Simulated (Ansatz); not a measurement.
Basis sets compared for the cluster Si2F3⁻. The state is a singlet with charge -1. Geometry PBE-D4/def2-SVPD. Ansatz on 4 threads of Intel Xeon Platinum 8488C on a shared host; times are rough, and most runs start from earlier orbitals.

Cartesian coordinates in Å:
```
Si 0.212 0.457 -0.328
Si 0.422 -1.514 0.759
F -0.972 1.634 -0.669
F -1.206 -1.739 1.355
F 1.543 1.161 -1.118
```

At PBE-D4/def2-SVPD, PBE-D4/def2-TZVPD the highest occupied level of the charge -1 singlet lies above zero (up to 0.58 eV). By energy differences its removal costs 2.23 eV (vertical, to the charge 0 doublet, at PBE0-D4/def2-TZVPD). The structure comes from a short search, and lower isomers may exist.

```csv
level,functions,energy (Eh),HOMO (eV),LUMO (eV),wall time
PBE-D4/def2-SVPD,117,-877.7269,0.58,2.49,0.6 s
PBE0-D4/def2-SVPD,117,-877.7594,-0.31,3.22,0.75 s
```

**Question.** Estimate the rows for PBE-D4/def2-TZVPD, PBE0-D4/def2-TZVPD.

**Answer.** 
| level | functions | energy (Eh) | HOMO (eV) | LUMO (eV) | wall time |
| --- | --- | --- | --- | --- | --- |
| PBE-D4/def2-TZVPD | 206 | -878.2802 | 0.50 | 2.29 | 1.1 s |
| PBE0-D4/def2-TZVPD | 206 | -878.3128 | -0.36 | 3.00 | 1.6 s |
